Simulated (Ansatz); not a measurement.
`CO[CH2][AlH][GaH2]` and `COC[SiH2]F` differ in one atom or group.

Ansatz, PBE0-D4/def2-TZVP geometries, multiplicity 1. Each molecule was computed in one conformer, which needn't be the lowest.

Scalar relativity is left out up to krypton.

```tsv
property	`CO[CH2][AlH][GaH2]`
size of the dipole moment (PBE/def2-TZVPP) / D	2.79
LUMO energy (PBE0/def2-TZVPP) / eV	-1.53
HOMO–LUMO gap (PBE/def2-TZVPP) / eV	2.93
LUMO energy (PBE/def2-TZVPP) / eV	-2.28
HOMO energy (ωB97M-V/def2-TZVPP) / eV	-8.13
size of the dipole moment (B3LYP/def2-TZVPP) / D	2.81
```

(1) What does the change do to each property? (Estimate.)

Answers

(1) Computed: 
```
                                        property  `COC[SiH2]F`  shift
  size of the dipole moment (PBE/def2-TZVPP) / D          2.19  -0.60
              LUMO energy (PBE0/def2-TZVPP) / eV          0.29   1.82
             HOMO–LUMO gap (PBE/def2-TZVPP) / eV          5.16   2.23
               LUMO energy (PBE/def2-TZVPP) / eV         -0.59   1.69
           HOMO energy (ωB97M-V/def2-TZVPP) / eV         -9.58  -1.45
size of the dipole moment (B3LYP/def2-TZVPP) / D          2.35  -0.46
```

With PBE0 the HOMO falls by 1.07 eV and the LUMO rises by 1.82 eV, so the gap widens by about 2.89 eV. PBE moves the HOMO by -0.55 eV and ωB97M-V by -1.45 eV. Dipoles are sizes alone; their direction can turn.

B3LYP here is the variant with VWN-RPA as its local correlation; programs differ in this.
